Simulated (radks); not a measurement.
Results of a calculation; reference values are marked as such.
Spherical quantum dot in the effective-mass picture: electrons in a well V = -V0 / (1 + exp((r - R)/a)) with V0 = 12.1, R = 3.12, a = 0.14, with a point charge +1 (a donor) at the centre, all in effective atomic units (hartree* = m*/eps^2 hartree, bohr* = eps/m* bohr), one dielectric constant everywhere. Level of theory: non-relativistic Kohn-Sham, r2SCAN, spin-polarised, spherical densities, generalised Kohn-Sham scheme (a radial shooting solver with Libxc functionals). Levels are named by radial order and angular momentum (1s, 1p, 1d, 2s, ...), and open shells are averaged over m.

N = 10, configuration 1s2 1p6 1d(up 2, down 0). This is the lowest configuration that the search found. Occupied and some empty levels:

| level | occupation | eigenvalue (hartree*) | <r> (bohr*) |
|---|---|---|---|
| 1s up | 1 | -8.1009 | 1.702 |
| 1s down | 1 | -8.0689 | 1.647 |
| 1p up | 3 | -7.6430 | 2.029 |
| 1p down | 3 | -7.5745 | 2.014 |
| 1d up | 2 | -7.0657 | 2.172 |
| 1d down | 0 | -6.9828 | 2.168 |
| 2s up | 0 | -6.8635 | 1.450 |
| 2s down | 0 | -6.8366 | 1.500 |
| 1f up | 0 | -6.3387 | 2.275 |
| 1f down | 0 | -6.2475 | 2.273 |
| 2p up | 0 | -5.6105 | 1.701 |
| 2p down | 0 | -5.5729 | 1.706 |

Energy (hartree*): total -97.1704, kinetic 8.9326, external -124.59, Hartree 22.676, exchange-correlation -4.1856.
